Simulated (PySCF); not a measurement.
Constitutional and geometric isomers with formula H5FSi3. Gas-phase values, no solvent. One relaxed conformer stands for each flexible species; it need not be the lowest. Strings in code marks are SMILES.

The brightest of the four lowest singlets (TDA) from two functionals at the same geometries (ωB97X-D3(BJ)/def2-TZVP), both in PySCF: PBE-D3(BJ)/def2-TZVP and ωB97X-D3(BJ)/def2-TZVP. Excitations are Tamm–Dancoff values on a coarser integration grid. The basis has no diffuse functions, so Rydberg states are missing or too high.

```
species                                        ωB97X-D3(BJ)/def2-TZVP (eV)
---------------------------------------------  ---------------------------
`F[Si](=[SiH2])[SiH3]`                                                4.27
`F/[SiH]=[SiH]/[SiH3]`                                                4.26
`F/[SiH]=[SiH]\[SiH3]`                                                4.24
`F[SiH2][SiH]=[SiH2]` (F–Si–Si–Si torsion 1°)                         4.25
```

Question: What does PBE-D3(BJ)/def2-TZVP give for each?

Answer: 
- `F[Si](=[SiH2])[SiH3]`: 4.21
- `F/[SiH]=[SiH]/[SiH3]`: 4.20
- `F/[SiH]=[SiH]\[SiH3]`: 4.23
- `F[SiH2][SiH]=[SiH2]` (F–Si–Si–Si torsion 1°): 4.24
Over these rows, drawn at random from the members with no instability flagged (it was tested for open shells, ions and some series alone), PBE minus ωB97X-D3(BJ): mean -0.04 eV, from -0.06 eV to -0.01 eV.
